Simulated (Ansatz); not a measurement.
Coupled-cluster diagnostics for the cluster Si₂O₂⁻, Ansatz.

Geometry of the doublet (PBE0-D4/def2-TZVPD):

```
atom   x (Å)   y (Å)   z (Å)
 Si1  -0.944   0.439   0.692
 Si2   0.944  -0.439  -0.692
  O3   1.174  -0.227  -2.203
  O4  -1.174   0.227   2.203
```

Correlated methods freeze 12 core orbitals. Another isomer (doublet) lies 1.66 eV lower at PBE0-D4/def2-TZVPD; other spin states weren't run for this one.

Question: Estimate the CCSD(T) correlation energy, the shares of MP2 and (T), T1 and the reference's ⟨S²⟩ for: charge -1, doublet, own geometry in def2-TZVPPD; and the rough time on 4 threads of Arm Neoverse V1 on a shared host.

Answer: 
| state | basis | correlation (eV) | MP2 share (%) | (T) share (%) | T1 | ⟨S²⟩ (pure) | wall time | remarks |
| --- | --- | --- | --- | --- | --- | --- | --- | --- |
| charge -1, doublet, own geometry | def2-TZVPPD | -20.200 | 93.1 | 5.6 | 0.049 | 1.05 (0.75) | 37 s | large T1, spin-contaminated |
Customary marks for T1 are 0.02 (closed shells), 0.045 (open shells) and about 0.05 (3d metals). T1 exceeds 0.02 in 1 of 1 rows and 0.045 in 1; the higher it lies, the less the single-reference result can be trusted.
